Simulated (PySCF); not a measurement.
C₂H₁₀O₂Si₂, SMILES O[SiH2]CC[SiH2]O.

The structure is a stationary point at PBE0-D3(BJ)/def2-SVP. The structure was generated by enumeration, and PubChem lists no compound with its InChIKey, so it may never have been made. One conformer was computed; it need not be the lowest.

These are PBE0-D3(BJ)/def2-SVP (PySCF) values and carry that method's errors.

Frequencies are harmonic and unscaled.

Computed normal modes with their intensities:
```tsv
mode	ν (cm⁻¹)	IR (km/mol)	moving atoms (share of kinetic energy)
1	36	0.2	O 53 %, H 23 %, Si 14 %, C 9 %
2	58	2.8	Si 46 %, H 34 %, O 11 %, C 10 %
3	91	2.3	O 45 %, Si 24 %, H 21 %, C 10 %
4	144	20.4	H 45 %, Si 25 %, C 17 %, O 13 %
5	149	45.3	H 56 %, C 16 %, Si 14 %, O 14 %
6	178	56.0	H 62 %, C 21 %, O 10 %
7	195	58.1	H 62 %, O 21 %, Si 13 %
8	242	67.9	O 50 %, H 26 %, Si 19 %
9	388	5.3	C 50 %, H 27 %, O 17 %
10	473	15.0	H 86 %
11	513	8.5	H 91 %, Si 9 %
12	655	56.6	C 43 %, H 28 %, Si 27 %
13	667	62.1	H 66 %, C 18 %, Si 14 %
14	702	20.7	H 57 %, C 24 %, Si 16 %
15	708	140.5	H 76 %, C 13 %, Si 10 %
16	804	15.3	H 74 %, C 19 %
17	833	163.2	H 48 %, O 38 %, Si 12 %
18	841	166.5	H 47 %, O 38 %, Si 13 %
19	878	10.8	H 72 %, C 22 %
20	887	97.5	H 72 %, O 16 %
21	894	64.8	H 68 %, O 22 %, Si 10 %
22	912	316.9	H 66 %, Si 21 %, O 10 %
23	926	97.3	H 67 %, Si 21 %, O 9 %
24	949	114.3	H 81 %, Si 14 %
25	957	100.1	H 88 %, Si 10 %
26	1031	3.8	H 56 %, C 43 %
27	1075	31.4	H 94 %
28	1140	5.4	H 58 %, C 39 %
29	1271	11.2	H 66 %, C 32 %
30	1280	5.7	H 70 %, C 30 %
31	1424	5.6	H 94 %
32	1432	6.7	H 92 %, C 8 %
33	2191	120.1	H 97 %
34	2200	128.1	H 97 %
35	2253	101.7	H 97 %
36	2262	115.6	H 97 %
37	3037	28.0	H 94 %
38	3044	8.5	H 94 %
39	3093	4.4	H 91 %, C 9 %
40	3100	10.4	H 91 %, C 9 %
41	3939	101.6	H 94 %
42	3943	100.1	H 94 %
```
